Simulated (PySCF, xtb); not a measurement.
HfO3, SMILES [Hf]1([O][O]1)=[O], multiplicity 1.

GFN2-xTB (xtb 6.7.1) at its own geometry gives an orbital gap of 2.46 eV and a dipole moment of 7.87 D.

Coordinates come from a B3LYP-D3(BJ)/def2-TZVP optimisation. The spin state was assumed, not searched. The def2 effective core potentials stand for the cores of Hf; spin–orbit coupling is left out.

Question: What does B3LYP/def2-TZVPD (PySCF) give? (Estimate from the structure and the level; the computed values follow.)

Answer: gap 3.04 eV (levels -6.81 and -3.77 eV), dipole 7.80 D.
